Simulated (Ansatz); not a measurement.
Born–Oppenheimer molecular dynamics of H2Te (3 atoms, charge 0, multiplicity 1). It starts from a relaxed structure.

The calculation used Ansatz 0.2.0, RKS r2SCAN-D4/def2-SVP.

* ensemble: NVE (velocity Verlet)
* time step: 0.25 fs
* steps asked: 250
* starting velocities drawn for: 50 K
* masses: H 3.016 u
* seed: 457663

Frames 5 fs apart, positions in Å.

Velocities at 2.5 fs (Å/ps):

```
Te 0.11 -0.07 0.05
H -0.98 3.18 -0.17
H -3.61 -0.36 -1.98
```

```xyz
3
Properties=species:S:1:pos:R:3 time_fs=2.5 energy_less_start_eV=0.002 T=35
Te 0.583 -0.467 0.261
H 0.249 1.174 0.267
H -0.856 -0.764 -0.546
3
Properties=species:S:1:pos:R:3 time_fs=7.5 energy_less_start_eV=0.006 T=2
Te 0.584 -0.467 0.261
H 0.246 1.181 0.265
H -0.865 -0.763 -0.551
3
Properties=species:S:1:pos:R:3 time_fs=12.5 energy_less_start_eV=0.000 T=47
Te 0.583 -0.467 0.261
H 0.245 1.168 0.264
H -0.852 -0.757 -0.543
3
Properties=species:S:1:pos:R:3 time_fs=17.5 energy_less_start_eV=0.004 T=19
Te 0.583 -0.467 0.261
H 0.246 1.150 0.262
H -0.834 -0.750 -0.533
3
Properties=species:S:1:pos:R:3 time_fs=22.5 energy_less_start_eV=0.005 T=14
Te 0.583 -0.467 0.261
H 0.245 1.148 0.261
H -0.833 -0.748 -0.532
3
Properties=species:S:1:pos:R:3 time_fs=27.5 energy_less_start_eV=0.000 T=48
Te 0.583 -0.467 0.261
H 0.241 1.165 0.261
H -0.851 -0.751 -0.542
3
Properties=species:S:1:pos:R:3 time_fs=32.5 energy_less_start_eV=0.006 T=3
Te 0.584 -0.468 0.261
H 0.239 1.179 0.262
H -0.866 -0.756 -0.551
3
Properties=species:S:1:pos:R:3 time_fs=37.5 energy_less_start_eV=0.002 T=31
Te 0.584 -0.467 0.261
H 0.243 1.173 0.263
H -0.859 -0.756 -0.547
3
Properties=species:S:1:pos:R:3 time_fs=42.5 energy_less_start_eV=0.001 T=40
Te 0.583 -0.467 0.261
H 0.249 1.156 0.264
H -0.838 -0.755 -0.536
3
Properties=species:S:1:pos:R:3 time_fs=47.5 energy_less_start_eV=0.006 T=2
Te 0.583 -0.467 0.261
H 0.253 1.148 0.265
H -0.829 -0.756 -0.531
3
Properties=species:S:1:pos:R:3 time_fs=52.5 energy_less_start_eV=0.000 T=47
Te 0.583 -0.467 0.261
H 0.253 1.160 0.267
H -0.842 -0.761 -0.538
3
Properties=species:S:1:pos:R:3 time_fs=57.5 energy_less_start_eV=0.004 T=19
Te 0.583 -0.467 0.261
H 0.250 1.178 0.267
H -0.860 -0.767 -0.549
```

Of the whole run (62 fs, mean temperature of the second half 22 K): The conserved energy stayed within 0.0017 meV per atom of its start (net change 0.0013 meV per atom), so the integration is sound. The temperature averaged 0.45 of the 50 K drawn at the start: a run that starts near a minimum puts about half its kinetic energy into the potential. A run of 0.062 ps of so small a system gives no equilibrium averages.

Run time: 2.2 min on 1 thread of Arm Neoverse V2, with other jobs on the host, peak memory 0.08 GiB.
